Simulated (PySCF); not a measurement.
C2H5BrS2Si.
Atom-mapped SMILES: `[Br:1][SiH:2]1[S:3][CH2:4][CH2:5][S:6]1` (hydrogens: H7 on Si2; H8, H9 on C4; H10, H11 on C5)

Method: PBE0-D3(BJ)/def2-SVP geometry optimisation, gas phase in PySCF.

**Question.** Give the optimised bond lengths and angles.

**Answer.** 
```tsv
bond	length (pm)	order
Br1–Si2	223.1	single
Si2–S3, Si2–S6	213.7	single
S3–C4, C5–S6	183.4	single
C4–C5	151.4	single
Si2–H7	148.4	single
C4–H8, C5–H10	110.0	single
C4–H9, C5–H11	110.1	single
```

Bonds in one row agree within 1 pm and their mean is given. Orders are formal, as drawn. A selection of angles:
```tsv
angle	degrees
Br1–Si2–S3	114.7
Br1–Si2–S6	109.8
Br1–Si2–H7	105.3
S3–Si2–S6	101.2
S3–Si2–H7	110.4
S6–Si2–H7	115.8
Si2–S3–C4	93.9
S3–C4–C5	110.9
S3–C4–H8	105.9
S3–C4–H9	109.4
C5–C4–H8	110.7
C5–C4–H9	111.3
H8–C4–H9	108.4
S6–C5–H10	109.0
S6–C5–H11	105.6
H10–C5–H11	108.7
Si2–S6–C5	96.1
```

Dihedral angles: Br1–Si2–S3–C4 -97° (anticlinal); Si2–S3–C4–C5 -47° (synclinal); S3–C4–C5–S6 58° (synclinal); C4–C5–S6–Si2 -34° (synclinal); Br1–Si2–S6–C5 125° (anticlinal). The mirror-image conformer, all signs reversed, is as good.

The 5-membered ring Si2–S3–C4–C5–S6 has internal angles of 93.9° to 111.9° (sum 514°, against 540° for a flat polygon); it is puckered, 0.23 Å rms from its mean plane, widest ring torsion 58°. Si2 (SiH silicon) is distorted tetrahedral (angles from 101.2° to 115.8°).

Point group: C1 (no symmetry element, even within 0.4 Å). No frequency check. One conformer, not necessarily the lowest.
